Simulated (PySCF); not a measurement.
C₄H₄ClSi₂ (doublet state).
Geometry (GFN2-xTB, Å), atoms numbered from 1 in this order:
```xyz
11
C4H4ClSi2 angstrom
C      2.8838   -0.2873    1.7163
C      2.2764   -0.2407    0.6805
Si     1.3714   -0.1546   -0.9322
Cl     1.9269    1.5624   -1.8973
C     -0.4214   -0.1027   -0.5465
C     -1.6247   -0.0837   -0.3106
Si    -3.3813   -0.0343    0.0465
H      3.4130   -0.3295    2.6249
H      1.7468   -1.2828   -1.7880
H     -3.8466   -0.0529    1.4167
H     -4.3390    0.0486   -1.0362
```

The hyperfine couplings belong to this conformer and change with its torsions.

The species is `[SiH2]C#C[Si@H](C#C)Cl` [radical].

Computed with PySCF, UKS B3LYP, pcH-1 on C Cl H Si, non-relativistic, mean-field spin-orbit, GIAO. Isolated species at its GFN2-xTB geometry, gas phase. GFN2-xTB frequencies show an imaginary mode (23i cm⁻¹), so this geometry is no minimum at that level. Couplings are sensitive to structure, and on GFN2-xTB geometries they can be far from those on DFT ones, by a factor of two or more for some ions and for spin on atoms past the first row. Stability of the SCF solution: not tested.

Problem. The isotropic 29Si couplings are -138.9, +11.9 MHz. Assign them to Si3; Si7.

Solution. 
| site | a_iso (MHz) | ρ(0) (bohr⁻³) | position | distance from Si7 (Å) | spin population | largest \|T\| (MHz) |
| --- | --- | --- | --- | --- | --- | --- |
| Si3 | +11.9 | -0.0134 | 3 bonds from Si7 | 4.85 | +0.01 | 2.0 |
| Si7 | -138.9 | +0.1576 | largest spin population | 0.00 | +0.95 | 179.7 |

Problem. Match the computed a_iso(13C) values -40.9, +21.1 MHz with the sites C5; C6.

Solution. 
```json
{"site": "C5", "a_iso (MHz)": "+21.1", "ρ(0) (bohr⁻³)": "+0.0189", "position": "2 bonds from Si7", "distance from Si7 (Å)": "3.02", "spin population": "+0.30", "largest |T| (MHz)": "40.1"}
{"site": "C6", "a_iso (MHz)": "-40.9", "ρ(0) (bohr⁻³)": "-0.0364", "position": "1 bond from Si7", "distance from Si7 (Å)": "1.79", "spin population": "-0.18", "largest |T| (MHz)": "12.6"}
```

ρ(0) is the spin density at the nucleus and T the dipolar tensor; a_iso includes a spin–orbit part. Largest spin populations (Mulliken): Si7 (+0.95), C5 (+0.30) and C6 (-0.18). The positive populations add up to 1.27 and the negative ones to -0.27, together 2S = 1. The angles at Si7 add up to 360.0°, so it is planar; its axial dipolar tensor and the negative couplings of its protons fit spin in a p orbital normal to that plane.

Examples of negative spin density at the nucleus (bohr⁻³): C6 (-0.0364), Si3 (-0.0134) and H11 (-0.0116).

H10 and H11 aren't averaged: Si7 is flat or nearly so (angle sum 360°), and its turn about the short Si7–C6 bond (1.79 Å) is taken as slow.

On Arm Neoverse V2, one thread, shared host with 48 logical CPUs at a one-minute load of 11, this took 57 s wall (grids of density and orbitals included) and 0.82 GiB of memory at its peak.
